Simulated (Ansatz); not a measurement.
Relaxation of Cl3GeH5OSi (11 atoms, charge 0, multiplicity 1), to a largest force component of 0.03 eV/Å in at most 50 steps.

Theory: Ansatz, RKS PBE/def2-SVP.

```xyz
11
Properties=species:S:1:pos:R:3
Ge -0.135 0.296 0.036
Cl -0.750 0.592 2.130
Cl 1.963 0.647 -0.232
O -0.863 1.581 -0.950
H -1.833 1.465 -0.991
Cl -0.909 -1.582 -0.710
Si 1.581 -2.547 1.236
H 0.678 -3.742 1.361
H 2.004 -2.374 -0.190
H 2.812 -2.776 2.074
H 0.888 -1.362 1.772
```

Where does it end, and by what steps?

The forces met the threshold. After 8 steps the energy has fallen by 0.293 eV; H10 moved furthest, 0.63 Å.

```
step  energy less start (eV)  largest force component (eV/Å)  accepted
   0                  0.0000                           0.832       yes
   1                 -0.1846                           0.223       yes
   2                 -0.2413                           0.221       yes
   3                 -0.2838                           0.127       yes
   4                 -0.2720                           0.211        no
   5                 -0.2908                           0.055       yes
   6                 -0.2920                           0.037       yes
   7                 -0.2925                           0.104       yes
   8                 -0.2928                           0.028       yes
```

```xyz
11
Properties=species:S:1:pos:R:3
Ge -0.389 0.683 -0.161
Cl -0.933 0.936 1.911
Cl 1.722 0.927 -0.422
O -1.139 1.922 -1.184
H -2.115 1.878 -1.118
Cl -1.000 -1.298 -0.771
Si 1.856 -2.968 1.454
H 0.929 -4.152 1.443
H 2.236 -2.611 0.045
H 3.096 -3.317 2.231
H 1.172 -1.802 2.110
```

Whether the end is a true minimum wasn't checked by a vibrational analysis.

Run time: 22 s on 4 threads of Arm Neoverse V1 (shared host), peak memory 0.23 GiB.
